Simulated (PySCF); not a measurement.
C2H4GeN2, SMILES N#C/N=[CH]\[GeH3].

Geometry: B3LYP-D3(BJ)/def2-SVP. The structure was generated by enumeration; whether it is a known compound was not checked.

Two levels are set side by side: PBE/def2-TZVP (PySCF) and CAM-B3LYP/def2-TZVP (PySCF). Same geometry, gas phase. Differences are taken from unrounded values.

```
quantity                       PBE
---------------------------  -----
orbital gap (eV)              3.09
highest occupied level (eV)  -6.66
lowest empty level (eV)      -3.56
dipole moment (D)             4.45
mean polarisability (bohr³)   69.6
```

Q: These are the PBE values. What does CAM-B3LYP give? (An estimate is asked for; the answer gives what the named calculation found.)

A: 
| quantity | CAM-B3LYP | PBE minus CAM-B3LYP |
|---|---|---|
| orbital gap (eV) | 7.89 | -4.80 |
| highest occupied level (eV) | -9.32 | 2.66 |
| lowest empty level (eV) | -1.42 | -2.14 |
| dipole moment (D) | 4.85 | -0.40 |
| mean polarisability (bohr³) | 66.2 | 3.4 |

Without exact exchange PBE keeps part of each electron's self-repulsion, which lifts occupied levels and narrows the gap. PBE's more diffuse valence density responds more strongly to a field. Differences between two approximate levels are no errors against the true value.

Rough cost on one machine, each run with all the roots and properties that it gave: CAM-B3LYP against PBE within a factor of 2.
